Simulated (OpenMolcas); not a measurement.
# Ti3+ in KCdF3

Ti3+ with its 6 nearest fluoride ions at 2.04 Å, on the Cd site of idealised cubic KCdF3 (a = 4.302 Å, distance in the model lattice 2.151 Å). The rest of the host is ab initio model potentials to 7.6 Å, with orthogonalisation functions on the cations behind the ligands, and point charges beyond; the distance is set by hand and nothing relaxes, and no local charge compensation is placed. Ligand basis ANO-RCC-VDZP.

```json
{
 "Program": "OpenMolcas 26.06",
 "Method": "SS-CASPT2, IPEA 0.25 Eh, imaginary shift 0.1 Eh (closed shells correlated: 3s 3p and the ligand valence shells)",
 "Basis": "ANO-RCC-VTZP [6s5p3d2f1g]",
 "Scalar Hamiltonian": "DKH2, point nucleus",
 "Active space": "1 electron in 5 orbitals (3d)",
 "State averaging": "2S+1 = 2 even, 5 roots",
 "Spin-orbit coupling": "state interaction with AMFI integrals over the reference wave functions"
}
```

The lowest spin-free states (labels of O, the rotations of Oh), above the lowest:

```csv
State,Degeneracy,E (cm-1)
2T2,3,0
2E,2,15210
```

The lowest levels with spin-orbit coupling:

| E (cm-1) | Degeneracy | Label | 2S+1 | g |
| --- | --- | --- | --- | --- |
| 0 | 4 | Γ8 | 2 |  |
| 220 | 2 | Γ7 | 2 | 1.96 1.96 1.96 |
| 15290 | 4 | Γ8 | 2 |  |

Powder χT (cm3 K/mol): 0.00496 at 2 K, 0.0238 at 10 K, 0.118 at 50 K, 0.229 at 100 K, 0.374 at 200 K, 0.449 at 300 K. The effective moment at 300 K is 2.828 √(χT) = 1.89 μB.

The lowest level has 2S+1 = 2, for which the spin-only value is χT = S(S+1) / 2 = 0.375 cm3 K/mol (g = 2). The computed 0.449 at 300 K differs by +0.074, through orbital momentum, spin-orbit coupling and any other state in reach. With a threefold ground state the orbital momentum is unquenched, so the spin-only value is not expected to hold.

The gap between the two states is 10Dq = 15215 cm-1.

Over all roots computed the reference weight is 0.74; a low but even weight reflects the number of correlated electrons. An orbital triplet at a regular site is open to Jahn-Teller coupling, which can distort the site and quench the lowest spin-orbit gaps and is left out. Ligand-to-metal charge-transfer states are missing. With one d shell and no ligand orbital active, 10Dq can be off by a tenth or more. No measured value stands beside these numbers; the geometry was set by hand and not optimised.
